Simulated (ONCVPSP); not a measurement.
Configuration tests for Pr (Z = 59) (ONCV)

- Element: praseodymium
- Generator: ONCVPSP 4.0.1
- Type: optimised norm-conserving Vanderbilt (ONCV)
- Functional: PBE
- Relativity: scalar-relativistic
- Frozen core: [Kr] 4d10 4f2
- Valence charge: 11
- Reference configuration: 5s2 5p6 5d1 6s2
- Partial waves: 5s+6s: rc 2.45 bohr, ncon 5, nbas 9, qcut 4.8 1/bohr, 2 projectors; 5p: rc 1.75 bohr, ncon 3, nbas 7, qcut 5.3 1/bohr, 2 projectors, debl 3.7 Ha; 5d: rc 2.55 bohr, ncon 4, nbas 8, qcut 3.4 1/bohr, 2 projectors, debl 2.5 Ha
- Local potential: polynomial inside 1.60 bohr (lpopt 5, dvloc0 0 Ha)
- Core correction: Teter function, fcfact 2.5, rcfact 1.25

Energies are relative to the spin-unpolarised reference configuration 5s2 5p6 5d1 6s2; without spin polarisation the order of configurations can differ from experiment.

| valence configuration | charge | ΔE all-electron (eV) | error AE − PS (meV) |
| --- | --- | --- | --- |
| 5s2 5p6 5d1 6s1 | +1 | 6.169 | -1.2 |
| 5s2 5p6 5d0 6s0 | +3 | 36.786 | -36 |
| 5s2 5p6 5d1 6s1.5 | +0.5 | 2.481 | -0.5 |

What are ΔE and the potential's error for 5s2 5p6 5d1 6s0?

ΔE = 17.430 eV all-electron; the error (AE − PS) is -1.5 meV.

Levels in the configuration 5s2 5p6 5d1 6s1:

| level | all-electron (eV) | pseudo (eV) |
| --- | --- | --- |
| 5s | -48.154 | -48.192 |
| 5p | -29.946 | -29.965 |
| 5d | -8.580 | -8.584 |
| 6s | -8.628 | -8.627 |

Note: no bound ghost flagged; GHOST(+) flagged for s at 61.2 eV.
